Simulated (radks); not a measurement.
Species: Xe44+. Configuration: [Ne]. Calculated with a radial shooting solver on a logarithmic mesh with Libxc functionals: non-relativistic Kohn-Sham, TPSS, spin-polarised, spherical densities, point nucleus; meta-GGA in the generalised Kohn-Sham scheme; relativity is left out, which matters for an element this heavy.

Unscreened Slater integrals over Kohn-Sham orbitals (eV). They are taken over the spin-up orbitals.

integral    value
F0(2p,2p)  245.76
F2(2p,2p)  117.85
F0(2p,2s)  222.03
G1(2p,2s)  123.99
F0(2p,1s)  331.81
G1(2p,1s)  63.706
F0(2s,2s)  207.34
F0(2s,1s)  289.93
G0(2s,1s)  28.646
F0(1s,1s)  908.48
